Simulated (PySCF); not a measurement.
# Working with the constants of TeO

B3LYP constants of TeO, ³Σ⁻ (triplet), unpaired electrons π ↑↑ (Te def2-SVP with ECP28, O def2-SVP; scalar-relativistic core potentials (PySCF 2.14); masses 129.9062 and 15.9949 u):

* ωe: 780.9 cm⁻¹
* ωexe: 3.08 cm⁻¹
* Be: 0.33954 cm⁻¹
* αe: 0.00190 cm⁻¹
* D (centrifugal): 2.57e-07 cm⁻¹
* De to Te + O: 3.75 eV

Q: Give the vibrational terms G(v) and spacings up to v = 6.

A: G(v) = ωe(v+½) − ωexe(v+½)².

| v | G(v) (cm⁻¹) | G(v) − G(v−1) | Bv (cm⁻¹) |
| --- | --- | --- | --- |
| 0 | 389.7 |  | 0.3386 |
| 1 | 1164.4 | 774.7 | 0.3367 |
| 2 | 1933.0 | 768.6 | 0.3348 |
| 3 | 2695.4 | 762.4 | 0.3329 |
| 4 | 3451.7 | 756.3 | 0.3310 |
| 5 | 4201.8 | 750.1 | 0.3291 |
| 6 | 4945.7 | 743.9 | 0.3272 |

Q: How well does the Morse estimate ωe²/(4ωexe) reproduce De, and what is D0?

A: It gives 6.14 eV, 164 % of the computed De. D0 = De − G(0) = 3.75 − 0.05 = 3.70 eV.

Spin–orbit coupling is left out, which matters for elements this heavy, above all for dissociation energies. The state is the lowest determinant that a PBE0 search found; another state may lie lower at other levels.
